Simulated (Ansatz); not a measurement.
`[OH][Zr]([F])([Cl])[I]` + CH₃NH₂ → `C[NH][Zr]([OH])([F])[Cl]` + HI  (ligand exchange at a Zr–I bond)

Program: Ansatz. Geometries: PBE0-D4/def2-TZVP. ΔE: electronic, gas phase. CBS: MP2 limit from def2 TZ/QZ plus the TZ coupled-cluster correction, frozen cores. Functionals use def2-TZVPP. B3LYP here is the variant with VWN-RPA as its local correlation; programs differ in this. HSE06 is defined as in plane-wave codes. def2 core potentials past Kr. For I, Zr outer-core shells are correlated without core-valence functions, which leaves a few kJ/mol of doubt a bond. One conformer a species, not always the lowest.

`[OH][Zr]([F])([Cl])[I]`:

Cartesian coordinates in Å:
```
O 0.685 -0.961 0.896
Zr -0.237 0.144 -0.315
F -1.720 -0.804 -0.998
Cl 1.186 0.731 -2.078
I -1.097 2.376 0.978
H 1.183 -1.486 1.518
```

CH₃NH₂:

Cartesian coordinates in Å:
```
C 0.077 0.101 -0.554
N -0.420 -0.244 0.767
H 1.119 0.451 -0.588
H -0.551 0.885 -0.984
H -0.003 -0.768 -1.210
H -0.364 0.552 1.389
H 0.143 -0.977 1.180
```

`C[NH][Zr]([OH])([F])[Cl]`:

Z-matrix (Å, degrees):
```
Zr
N 1 2.007
C 1 3.150 2 20.4
F 1 1.912 2 107.6 3 -144.4
O 1 1.909 2 106.2 3 -20.2
Cl 1 2.378 2 108.8 3 98.7
H 1 2.640 2 19.8 3 178.5
H 3 1.092 1 81.0 2 -176.5
H 3 1.096 1 121.4 2 78.4
H 3 1.096 1 124.7 2 -71.6
H 5 0.953 1 162.6 2 -175.7
```

HI:

Cartesian coordinates in Å:
```
I 0.682 -0.423 0.065
H -0.682 0.423 -0.065
```

| level | ΔE (kJ/mol) | difference from CCSD(T)/CBS |
| --- | --- | --- |
| LDA (SPW92) | 74.0 | -8.5 |
| PBE-D4 | 77.2 | -5.3 |
| revPBE-D4 | 73.6 | -8.9 |
| BLYP-D4 | 69.4 | -13.1 |
| r2SCAN-D4 | 82.7 | 0.2 |
| B97M-V | 79.3 | -3.2 |
| PBE0-D4 | 83.7 | 1.2 |
| B3LYP-D4 | 76.1 | -6.4 |
| r2SCANh-D4 | 84.6 | 2.1 |
| r2SCAN0-D4 | 87.1 | 4.6 |
| CAM-B3LYP-D4 | 73.6 | -8.9 |
| ωB97X-V | 78.2 | -4.3 |
| ωB97M-V | 79.3 | -3.2 |
| B2PLYP | 81.9 | -0.6 |
| PBE-QIDH | 89.3 | 6.8 |
| PBE | 78.9 | -3.6 |
| revPBE | 80.0 | -2.5 |
| BLYP | 73.2 | -9.3 |
| r2SCAN | 83.7 | 1.2 |
| r2SCANh | 85.4 | 2.9 |
| r2SCAN0 | 88.0 | 5.5 |
| HSE06 | 85.5 | 3.0 |
| BHLYP | 84.5 | 2.0 |
| CAM-B3LYP | 74.8 | -7.7 |
| LC-ωPBE | 79.0 | -3.5 |
| RPA@PBE/def2-TZVPP | 73.5 | -9.0 |
| HF/def2-SVP | 83.0 | 0.5 |
| MP2/def2-SVP | 71.1 | -11.4 |
| CCSD/def2-SVP | 64.4 | -18.1 |
| CCSD(T)/def2-SVP | 65.1 | -17.4 |
| HF/def2-TZVPP | 94.8 | 12.3 |
| MP2/def2-TZVPP | 86.7 | 4.2 |
| SCS-MP2/def2-TZVPP | 82.0 | -0.5 |
| CCSD(T)/def2-TZVPP | 78.3 | -4.2 |
| HF/def2-QZVPP | 95.9 | 13.4 |
| MP2/def2-QZVPP | 89.5 | 7.0 |
| SCS-MP2/def2-QZVPP | 84.6 | 2.1 |
| HF/CBS(def2) | 96.1 | 13.6 |
| MP2/CBS(def2) | 90.9 | 8.4 |
| CCSD/CBS(def2) | 81.9 | -0.6 |
| CCSD(T)/CBS | 82.5 | 0 |

Q: What do rigid-rotor, harmonic-oscillator terms from PBE0-D4/def2-TZVP frequencies (298.15 K, 1 bar) make of the CCSD(T)/CBS value? (Best estimate.)

A: Ansatz gave: ΔZPE = -15.9 kJ/mol, ΔH = +68.7 kJ/mol, ΔS = -13 J/(mol·K), ΔG = +72.4 kJ/mol. Modes under 50 cm⁻¹ make the entropy rough.

Largest T1 diagnostic among the species: 0.016.

Leaving LDA and LC-ωPBE aside and taking each functional with its dispersion term where it has one, the values spread over 19.8 kJ/mol, from BLYP-D4 to PBE-QIDH. LDA lies −4.9 kJ/mol from PBE without D4. In def2-TZVPP, CCSD(T) changes the Hartree–Fock value by −16.5 kJ/mol (the triples alone add +0.6 kJ/mol) and MP2 by −8.1 kJ/mol.

CCSD(T)/CBS has its own doubt, a few kJ/mol and more with outer-core shells, so smaller differences from it don't rank the levels.
